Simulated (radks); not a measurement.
Al II, 12 electrons, occupied as [Ne] 3s2. Calculated with a radial shooting solver on a logarithmic mesh with Libxc functionals: non-relativistic Kohn-Sham, LDA (Slater exchange, Perdew-Zunger correlation), spin-polarised, spherical densities, point nucleus.

Local quantities along the radius. ELF = 1/(1 + alpha^2) is the electron localisation function; alpha = (tau - tau_W)/tau_unif compares the Pauli kinetic energy density with that of the uniform gas (summed over spins).

r (bohr),ELF,alpha
0.003851,1.000,0.007701
0.004377,1.000,0.007843
0.004934,1.000,0.007998
0.005608,1.000,0.008188
0.006323,1.000,0.008395
0.007187,1.000,0.008653
0.008103,1.000,0.008935
0.00921,1.000,0.009289
0.01038,1.000,0.009680
0.0118,1.000,0.01018
0.01341,1.000,0.01077
0.01512,1.000,0.01144
0.01719,1.000,0.01231
0.01938,1.000,0.01330
0.02203,1.000,0.01461
0.02483,1.000,0.01615
0.02823,1.000,0.01823
0.03182,1.000,0.02073
0.03617,0.999,0.02423
0.04111,0.999,0.02893
0.04635,0.999,0.03493
0.05268,0.998,0.04386
0.0594,0.997,0.05582
0.06751,0.994,0.07461
0.07612,0.990,0.1013
0.08651,0.979,0.1457
0.09754,0.957,0.2125
0.1109,0.902,0.3292
0.126,0.785,0.5234
0.1421,0.603,0.8108
0.1615,0.392,1.246
0.182,0.257,1.700
0.2069,0.199,2.004
0.2333,0.213,1.924
0.2651,0.299,1.530
0.2989,0.445,1.116
0.3398,0.618,0.7866
0.3862,0.746,0.5839
0.4354,0.816,0.4753
0.4948,0.854,0.4142
0.5579,0.867,0.3921
0.6341,0.862,0.4006
0.715,0.835,0.4446
0.8126,0.763,0.5566
0.9162,0.618,0.7869
1.041,0.364,1.323
1.184,0.155,2.339
1.334,0.084,3.301
1.517,0.100,3.007
1.71,0.245,1.755
1.944,0.648,0.7364
2.191,0.922,0.2912
2.491,0.989,0.1048
2.808,0.998,0.04015
3.192,1.000,0.01444
3.627,1.000,0.005156
4.09,1.000,0.001929
4.648,1.000,0.0006539
5.241,1.000,0.0002264
5.957,1.000,0.00006817
6.716,1.000,0.00002035
7.633,1.000,5.009e-06

On this mesh the ELF has minima near r = 0.21, 1.3 bohr, which separate the shells, and maxima near 0.56 (0.87).
